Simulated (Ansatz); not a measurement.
A further run on Sn₉H₁₅.

```yaml
crystal:
  periodic: [false, false, false]
  atoms:
    - {symbol: Sn, position_ang: [0.224724, -3.151308, 0.131503]}
    - {symbol: Sn, position_ang: [0.157221, 0.073873, -3.185899]}
    - {symbol: Sn, position_ang: [-3.046581, 0.112299, 0.109544]}
    - {symbol: Sn, position_ang: [0.062113, 0.077817, 3.419651]}
    - {symbol: Sn, position_ang: [0.214028, 3.342610, 0.164341]}
    - {symbol: Sn, position_ang: [-1.413320, -1.548145, -1.504638]}
    - {symbol: Sn, position_ang: [1.757158, -1.579372, 1.885357]}
    - {symbol: Sn, position_ang: [1.729669, 1.894611, -1.732823]}
    - {symbol: Sn, position_ang: [-1.509379, 1.790694, 1.797817]}
    - {symbol: H, position_ang: [1.261209, -4.131233, -0.859975]}
    - {symbol: H, position_ang: [-0.766405, -4.233389, 1.058553]}
    - {symbol: H, position_ang: [1.179458, -0.923103, -4.177480]}
    - {symbol: H, position_ang: [-0.885822, 0.958279, -4.256872]}
    - {symbol: H, position_ang: [-4.108627, -0.883785, 1.058703]}
    - {symbol: H, position_ang: [-4.069864, 1.061495, -0.926278]}
    - {symbol: H, position_ang: [-0.979920, -0.939764, 4.367499]}
    - {symbol: H, position_ang: [1.010825, 0.999538, 4.546901]}
    - {symbol: H, position_ang: [1.349854, 4.561781, 1.215142]}
    - {symbol: H, position_ang: [1.299854, 4.261781, 1.165142]}
    - {symbol: H, position_ang: [-2.427933, -2.579156, -2.482707]}
    - {symbol: H, position_ang: [2.750001, -2.575519, 2.909431]}
    - {symbol: H, position_ang: [2.819872, -0.571377, 0.954623]}
    - {symbol: H, position_ang: [2.497714, 3.010878, -2.823913]}
    - {symbol: H, position_ang: [2.987470, 1.029911, -0.910247]}
basis:
  gaussian: {orbitals: def2-mTZVP, fitting: {mean_field: cc-pVTZ-jkfit}, nuclear_model: gaussian}
magnetization: {spin_polarized: true, initial_magnetization: 1}
hamiltonian: {xc: {name: B97}}
accuracy: high
scf: {omitted_lower_state_checks: [starts]}
output: {forces: true}
```

```sh
$ ansatz run in.yaml --threads 2 --pin off --events-out ev --progress --plain --max-ram 32768MiB --backend cuda --devices 0, --max-vram 18GiB
```

Output, abridged:

```
Functional definition: B97
Error: [file] the basis set cc-pVTZ-JKFIT has no functions for Sn
```

Run time 7.5 s (2 threads of AMD EPYC 7R13 on a shared host and a share (18 GiB) of an NVIDIA H100 80GB HBM3).

In the def2 sets Sn takes a core potential; there is no spin–orbit coupling.
